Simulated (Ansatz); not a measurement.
Reaction (redistribution): `CS[SiH]` + `C#[C][AlH][CH2]C` → `CC[Si]SC` + `C#[C][AlH2]`

Gas-phase electronic energies from Ansatz, PBE0-D4/def2-TZVP geometries. CCSD(T)/CBS adds triple-zeta CCSD(T) − MP2 to the extrapolated MP2 energy (def2 sets, frozen cores). Functionals use def2-TZVPP. B3LYP here is the variant with VWN-RPA as its local correlation; programs differ in this. One conformer a species, not always the lowest.

`CS[SiH]`:

Z-matrix (Å, degrees):
```
C
S 1 1.812
H 1 1.090 2 110.6
H 1 1.090 2 108.9 3 -120.6
H 1 1.090 2 108.9 3 120.6
Si 2 2.094 1 103.9 3 -0.0
H 6 1.525 2 89.2 1 -180.0
```

`C#[C][AlH][CH2]C`:

Cartesian coordinates in Å:
```
C 2.123 2.188 0.282
C 1.286 1.579 -0.347
Al -0.041 0.593 -1.309
C -0.978 -0.869 -0.416
C -0.586 -1.146 1.034
H 2.860 2.727 0.833
H -0.334 1.002 -2.812
H -0.839 -1.770 -1.030
H -2.055 -0.661 -0.490
H -0.755 -0.273 1.670
H 0.474 -1.395 1.124
H -1.155 -1.977 1.462
```

`CC[Si]SC`:

Z-matrix (Å, degrees):
```
C
C 1 1.533
H 1 1.093 2 111.8
H 1 1.094 2 111.6 3 119.7
H 1 1.093 2 111.4 3 -120.5
Si 2 1.911 1 108.6 3 -64.9
H 2 1.093 1 110.7 3 60.7
H 2 1.095 1 109.3 3 178.3
S 6 2.119 2 102.7 1 88.1
C 9 1.815 6 112.3 2 4.5
H 10 1.090 9 107.0 6 -174.3
H 10 1.089 9 110.6 6 67.1
H 10 1.088 9 111.2 6 -55.2
```

`C#[C][AlH2]`:

```xyz
6

C     0.803   -0.940   -1.357
C     0.273   -0.321   -0.462
Al   -0.560    0.656    0.947
H     1.270   -1.486   -2.146
H    -1.300    2.008    0.601
H    -0.486    0.084    2.417
```

```
             level  ΔE (kJ/mol)  difference from CCSD(T)/CBS
            PBE-D4         16.0                          1.9
         r2SCAN-D4         17.1                          3.0
           PBE0-D4         16.1                          2.0
          B3LYP-D4         14.1                          0.0
           ωB97X-V         14.9                          0.8
           ωB97M-V         16.2                          2.1
            B2PLYP         18.3                          4.2
               PBE         21.1                          7.0
            r2SCAN         18.4                          4.3
              PBE0         20.5                          6.4
             B3LYP         22.3                          8.2
     HF/def2-TZVPP         19.4                          5.3
    MP2/def2-TZVPP         12.4                         -1.7
SCS-MP2/def2-TZVPP         13.5                         -0.6
   CCSD/def2-TZVPP         15.8                          1.7
CCSD(T)/def2-TZVPP         14.3                          0.2
     HF/def2-QZVPP         19.5                          5.4
    MP2/def2-QZVPP         12.3                         -1.8
SCS-MP2/def2-QZVPP         13.5                         -0.6
      HF/CBS(def2)         19.5                          5.4
     MP2/CBS(def2)         12.2                         -1.9
    CCSD/CBS(def2)         15.6                          1.5
       CCSD(T)/CBS         14.1                            0
```

Largest T1 diagnostic among the species: 0.016.

The D4 term adds −8.2 kJ/mol with B3LYP and −4.5 kJ/mol with PBE0; it sums over pairs of atoms, weighted by their polarisabilities, and B3LYP, whose exchange is more repulsive, gets the larger term. In def2-TZVPP, CCSD(T) changes the Hartree–Fock value by −5.1 kJ/mol (the triples alone add −1.5 kJ/mol) and MP2 by −7.0 kJ/mol.
